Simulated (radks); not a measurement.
Question: These are the eigenvalues of the occupied orbitals of an atom or ion with whole-number occupations (eV). All-electron calculation, Dirac Kohn-Sham, BLYP, spin-unpolarised, spherical densities, finite nucleus; Fermi nuclear charge, rms radius of each element as measured or else 0.836 A^(1/3) + 0.57 fm. Program: a radial shooting solver on a logarithmic mesh with Libxc functionals.

orbital  eigenvalue
1s1/2     -19869.25
2s1/2     -2850.188
2p1/2     -2626.633
2p3/2     -2519.985
3s1/2     -527.1257
3p1/2     -442.0440
3p3/2     -424.4457
3d3/2     -273.9419
3d5/2     -270.6034
4p1/2      -84.1161
4p3/2      -81.2579
4d3/2      -42.6059
5s1/2      -30.9922

Which element is it, and in what charge state? The configuration may be excited. Open shells, if any, fill j = l - 1/2 first.

Answer: Z = 42, molybdenum, charge +3: Mo3+ in [Ar] 3d10 4p6 4d3 5s2. The list shows which subshells hold electrons but not how many an open one holds; the 1s level, -730.18 hartree, gives Z - s = 38.2 by -(Z - s)^2/2, which with screening and relativity narrows Z to a few neighbours, and the depths of the outer levels then fix element, charge and occupations together.
